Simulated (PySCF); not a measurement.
Start geometry of `C/C(=C\Br)CN` from GFN2-xTB (Å):
```
atom  x, y, z in Å
C1    -1.104   -0.997    0.460
C2    -0.437    0.140   -0.251
C3    -1.021    1.276   -0.639
Br4   -2.805    1.686   -0.383
C5     1.037   -0.079   -0.513
N6     1.719   -0.246    0.769
H7    -1.310   -1.787   -0.244
H8    -0.458   -1.346    1.235
H9    -2.071   -0.645    0.904
H10   -0.479    2.070   -1.127
H11    1.434    0.753   -1.099
H12    1.169   -1.000   -1.063
H13    1.629    0.607    1.317
H14    2.689   -0.446    0.627
```

**Question.** What comes out of this run: PBE0-D3(BJ)/def2-SVP geometry optimisation, gas phase in PySCF 2.14.0?

**Answer.** 
```
atom  x, y, z in Å
C1    -2.4560   -0.6796    0.8995
C2    -1.7815    0.4598    0.2106
C3    -2.3754    1.5949   -0.1752
Br4   -4.2038    1.9835    0.0442
C5    -0.3036    0.3017   -0.0568
N6     0.4244    0.1083    1.1820
H7    -2.5889   -1.5214    0.1985
H8    -1.8135   -1.0348    1.7183
H9    -3.4429   -0.4016    1.2912
H10   -1.8333    2.4023   -0.6717
H11    0.0450    1.1537   -0.6760
H12   -0.1658   -0.6052   -0.6731
H13    0.4286    0.9680    1.7273
H14    1.3944   -0.1358    0.9993
```

The energy falls by 11.0 kJ/mol over 8 energy and gradient evaluations, the largest force component goes from 0.0340 to 1.5e-04 Eh/bohr, and the atoms move by 0.062 Å rms after alignment. The bond that changes most is C3–Br4 (alkene CH carbon to vinyl bromine), which lengthens by 0.034 Å. Bonds longer at the end by more than 0.005 Å: 7 of 13; shorter: 3. Among the angles that change most is H7–C1–H8, from 110.5° to 107.3°. Rotational constants go from 6704, 923.1, 859.3 to 6675, 905.7, 840.5 MHz. The orientation of the end geometry is arbitrary; only internal coordinates are fixed.

The run used 142 basis functions and 51 SCF cycles in all. Hardware: one thread of an Arm Neoverse V2, no GPU, shared host with 96 logical CPUs at a one-minute load of 46. Cost: 67 s, 0.55 GiB resident at most.

Not checked by PBE0-D3(BJ)/def2-SVP frequencies. The numbers are those of one conformer.
